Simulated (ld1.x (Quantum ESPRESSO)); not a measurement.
## What one change does to a pseudopotential (Ga, ultrasoft)

- Element: Ga (Z = 31)
- Generator: ld1.x (Quantum ESPRESSO) 7.5
- Type: ultrasoft
- Functional: Wu–Cohen
- Relativity: scalar-relativistic
- Frozen core: [Ar] 3d10
- Valence charge: 3
- Reference configuration: 4s1 4p2
- Partial waves: 4s (bound): rcut 1.50, rcutus 2.05 bohr; 4s channel at 1.85 Ry: rcut 1.50, rcutus 2.05 bohr; 4p (bound): rcut 2.20, rcutus 2.35 bohr; 4p channel at 0.35 Ry: rcut 2.20, rcutus 2.35 bohr
- Local potential: all-electron potential smoothed inside 2.00 bohr (lloc = -1)
- Core correction: Bessel-smoothed model core inside 2.00 bohr
- Augmentation charge: PSQ, radius 1.70 bohr

Change: core correction Bessel-smoothed model core inside 2.48 bohr.

Cutoffs: the cutoffs (Ry, on a coarse ladder) from which the occupation-weighted sum of valence levels, in a spherical-Bessel basis at the reference potential, stays within 10 and 1 mRy of its value at 400 Ry; they do not see the model core or the augmentation charge, which bear on the density cutoff. Errors are all-electron minus pseudo energies relative to the spin-unpolarised reference configuration.

Q: What does the change do?

A: Both files are so soft that the ladder of cutoffs tells neither apart; of the 7 tests that both files solve, the error grows in 2 and shrinks in 5 by more than 15 % and 0.3 meV (median size 17.3 → 11.4 meV); neither file shows a bound ghost. A wider model core is smoother and lowers the density cutoff, which this test does not measure.

| quantity | base | changed |
| --- | --- | --- |
| cutoff, loose | 6 Ry | 6 Ry |
| cutoff, tight | 10 Ry | 10 Ry |
| bound ghosts | none | none |
| error for 4s2 4p1, meV [ΔE -6.58 eV] | -17 | -11 |
| error for 4s2 4p0, meV [ΔE -0.91 eV] | -5.1 | -1.8 |
| error for 4s1 4p0, meV [ΔE 20.28 eV] | -111 | -135 |
| error for 4s2 4p1.3, meV [ΔE -7.11 eV] | -19 | -14 |
| error for 4s2 4p0.5, meV [ΔE -4.56 eV] | -10 | -4.5 |
| error for 4s1 4p1, meV [ΔE 6.54 eV] | -12 | -14 |
| error for 4s0 4p3, meV [ΔE 6.86 eV] | -18 | -10 |
| s: phases at 2.55 bohr within 0.05 rad from the reference energy up to (Ry; the scan ends near 5) | to the end of the scan | to the end of the scan |
| p: phases at 2.55 bohr within 0.05 rad from the reference energy up to (Ry; the scan ends near 5) | 4.1 | 4.1 |
| lowest overlap eigenvalue by channel | s 0.42, p 0.69 | s 0.42, p 0.69 |
